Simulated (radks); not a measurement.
The numbers below are computed, except where a source is named.
Ionisation of neutral helium, [He], to He+, 1s1, under several functionals. Non-relativistic Kohn-Sham, spin-polarised, spherical densities, point nucleus; open shells are filled with parallel spins first; a radial shooting solver on a logarithmic mesh with Libxc functionals.

| functional | E(He) (hartree) | Exc (hartree) | IE (eV) | -e(HOMO) (eV) | <r> HOMO (bohr) | IE error (eV) |
|---|---|---|---|---|---|---|
| r2SCAN | -2.90496 | -1.06477 | 24.621 | 16.537 | 0.9359 | +0.033 |
| SOGGA | -2.84507 | -0.99063 | 23.923 | 15.351 | 0.9527 | -0.665 |
| HCTH/407 | -2.92221 | -1.07865 | 24.921 | 16.062 | 0.9428 | +0.334 |
| LDA (Slater exchange, Perdew-Wang correlation) | -2.83446 | -0.97282 | 24.291 | 15.517 | 0.9594 | -0.296 |
| MS2 meta-GGA | -2.91259 | -1.07282 | 24.648 | 16.439 | 0.9355 | +0.060 |
| LDA (Slater exchange, Perdew-Zunger correlation) | -2.83429 | -0.97244 | 24.284 | 15.516 | 0.9596 | -0.304 |
| TASK exchange with Perdew-Wang LDA correlation | -2.97945 | -1.14800 | 25.846 | 17.487 | 0.9269 | +1.258 |
| RPBE | -2.91074 | -1.06723 | 24.665 | 15.825 | 0.9437 | +0.078 |

NIST Atomic Spectra Database: 24.587 eV (measured). Closest: r2SCAN. The Delta-SCF values span 1.92 eV, the total energies 0.15 hartree. The highest occupied level is 1s.
